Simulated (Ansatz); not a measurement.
Cartesian coordinates in Å:
```
Si 1.379 1.735 -0.680
B -0.349 0.777 -1.091
B -0.659 -0.414 -0.110
C -1.162 -0.946 1.270
C -0.430 -1.882 0.373
H 2.110 1.179 0.493
H 2.291 1.656 -1.858
H 1.106 3.174 -0.402
H -0.989 1.171 -2.019
H -2.235 -1.062 1.386
H -0.662 -0.566 2.156
H -0.989 -2.658 -0.142
H 0.587 -2.165 0.623
```

The species carries charge 0 and has multiplicity 1.

**Question.** List the PBE/def2-TZVPP orbital energies in eV (the Gaussian-basis code of Ansatz). (An estimate is asked.)

**Answer.** Computed: Occupied: -1779.21, -269.18, -269.17, -176.93, -176.70, -136.99, -93.72, -93.72, -93.70, -20.15, -14.90, -13.64, -12.11, -11.80, -11.41, -9.29, -9.08, -8.33, -8.12, -7.49, -6.59, -6.33. Lowest empty: -2.82, -2.04, 0.11, 0.57, 0.78, 0.86, 1.07, 1.39.
